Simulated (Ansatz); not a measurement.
Gas-phase electronic energies from Ansatz, PBE0-D4/def2-TZVP geometries. CCSD(T)/CBS adds triple-zeta CCSD(T) − MP2 to the extrapolated MP2 energy (def2 sets, frozen cores). This one scheme is used for every species. Functionals use def2-TZVPP. For Se outer-core shells are correlated without core-valence functions, which leaves a few kJ/mol of doubt a bond. Scalar relativity is left out up to krypton. Each species was taken in one conformer, which may not be the lowest.

Reaction (formal exchange of groups at the Se–Se bond): `C[Se][Se][SiH3]` + `BCl` → `[SiH3][Se]BCl` + `C[SeH]`

| level | ΔE (kJ/mol) |
| --- | --- |
| ωB97X-V | -56.4 |
| B2PLYP | -56.3 |
| r2SCAN | -61.1 |
| SCS-MP2/def2-QZVPP | -55.8 |

Problem. What does CCSD(T)/CBS give? (An estimate is asked.)

Solution. The calculation gave: -57.2 kJ/mol. The listed levels differ from it by 0.8, 0.9, -3.9, 1.4 kJ/mol.

Largest T1 diagnostic among the species: 0.012.

The D4 term adds +5.2 kJ/mol with B3LYP and +3.0 kJ/mol with PBE0; it sums over pairs of atoms, weighted by their polarisabilities, and B3LYP, whose exchange is more repulsive, gets the larger term. In def2-TZVPP, CCSD(T) changes the Hartree–Fock value by −10.4 kJ/mol (the triples alone add −0.3 kJ/mol) and MP2 by −11.2 kJ/mol.

B3LYP here is the variant with VWN-RPA as its local correlation; programs differ in this.
